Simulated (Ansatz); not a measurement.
Two isomers of CH7GeNSi: A = `N=[C]([SiH3])[GeH3]`, B = `N[CH]1[SiH2][GeH2]1`.

Computed with Ansatz on PBE0-D4/def2-TZVP structures; ΔE is electronic, products minus reactants. CBS: MP2 limit from def2 TZ/QZ plus the TZ coupled-cluster correction, frozen cores. DFT in def2-TZVPP. B3LYP here is the variant with VWN-RPA as its local correlation; programs differ in this. For Ge outer-core shells are correlated without core-valence functions, which leaves a few kJ/mol of doubt a bond. Scalar relativity is left out up to krypton. One conformer a species, not always the lowest.

A:

```xyz
11

N    -1.4806    0.8217    0.7419
C    -0.4272    0.3031    0.2498
Si    1.1909    1.2646    0.4581
Ge   -0.4442   -1.4402   -0.7021
H    -2.3123    0.2418    0.5898
H     2.1557    0.4088    1.2008
H     0.9527    2.5363    1.1805
H     1.7638    1.5231   -0.8910
H    -1.9013   -1.9379   -0.6633
H     0.0201   -1.2700   -2.1580
H     0.4822   -2.4513   -0.0065
```

B:

```xyz
11

N     0.868   -0.855   -1.109
C     0.554   -0.287    0.180
Si   -0.084    1.501    0.139
Ge   -1.416   -0.304    0.629
H     0.885   -1.867   -1.083
H     1.764   -0.532   -1.455
H     1.196   -0.541    1.030
H     0.382    2.405    1.220
H    -0.112    2.146   -1.194
H    -2.280   -0.986   -0.429
H    -1.757   -0.679    2.073
```

(1) Which is lower in electronic energy at CCSD(T)/CBS, and by how much? (An estimate is asked.)

(2) Give E(B) − E(A) in kcal/mol with ωB97M-V, PBE-D4, B2PLYP, r2SCAN-D4, B3LYP-D4, CCSD/def2-TZVPP, PBE0-D4. (Best estimate.)

Largest T1 diagnostic: 0.013.

Results:

(1) The calculation gave: A, by 5.5 kcal/mol.

(2) Ansatz gave: ωB97M-V 5.8, PBE-D4 2.6, B2PLYP 8.2, r2SCAN-D4 4.0, B3LYP-D4 8.6, CCSD/def2-TZVPP 8.2, PBE0-D4 1.3. None reverses the order clearly.

From PBE to PBE0 (25 % exact exchange), in def2-TZVPP and without D4, E(B) − E(A) moves by −1.4 kcal/mol. In def2-TZVPP, CCSD(T) changes the Hartree–Fock value by −7.3 kcal/mol (the triples alone add −0.2 kcal/mol) and MP2 by −10.0 kcal/mol.
